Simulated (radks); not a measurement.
Q: Al, configuration [Ne] 3s2 3p1. Calculated with a radial shooting solver on a logarithmic mesh with Libxc functionals: non-relativistic Kohn-Sham, PBE, spin-polarised, spherical densities, point nucleus; open shells are filled with parallel spins first. Some entries of the table are withheld. Estimate them.

orbital  occ.  eigenvalue (eV)  r(max) (bohr)  <r^2> (bohr^2)
1s up       1        -1507.615        0.07870         0.01956
1s down     1        -1507.570        0.07869         0.01956
2s up       1        -107.6588         0.4980          0.4727
2s down     1        -107.6037         0.4981          0.4727
2p up       3         -69.6327            (1)          0.4638
2p down     3         -69.5622            (2)          0.4636
3s up       1          -8.0238          2.106           7.600
3s down     1          -7.2590          2.073           7.552
3p up       1          -3.0179          2.644           13.87
3p down     0          -2.2320          2.630           14.56

A: 
(1) 2p up r(max) (bohr): 0.4291
(2) 2p down r(max) (bohr): 0.4292
